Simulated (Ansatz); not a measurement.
Dissociation curve of GaB, lowest triplet found (which spin is the ground state isn't settled by this scan).

Methods: UKS-PBE = unrestricted PBE/aug-cc-pVDZ in Ansatz (an electronic-structure program); FCI = full CI/aug-cc-pVDZ, cores with 3d frozen in Ansatz.

Energies relative to the lowest point of each curve between 1.72 and 2.15 Å, where full CI is lowest, in mEh; the last columns give the error against full CI:

| R / Å | UKS-PBE | FCI | UKS-PBE − FCI |
|---|---|---|---|
| 1.49 | 138.0 | 158.3 | -20.2 |
| 1.60 | 73.6 | 87.3 | -13.7 |
| 1.72 | 32.3 | 40.6 | -8.3 |
| 1.80 | 16.2 | 21.8 | -5.6 |
| 1.88 | 6.6 | 10.3 | -3.7 |
| 1.97 | 1.2 | 2.9 | -1.7 |
| 2.01 | 0.2 | 1.2 | -1.0 |
| 2.07 | 0.0 | 0.0 | 0.0 |
| 2.15 | 1.5 | 0.4 | 1.1 |

UKS-PBE is furthest from FCI at 1.49 (-20.2 mEh, below); its mean absolute error over the points is 6.1 mEh.

The scan ran from 1.49 to 7.04 Å; beyond the distances shown full CI changes its symmetry label.
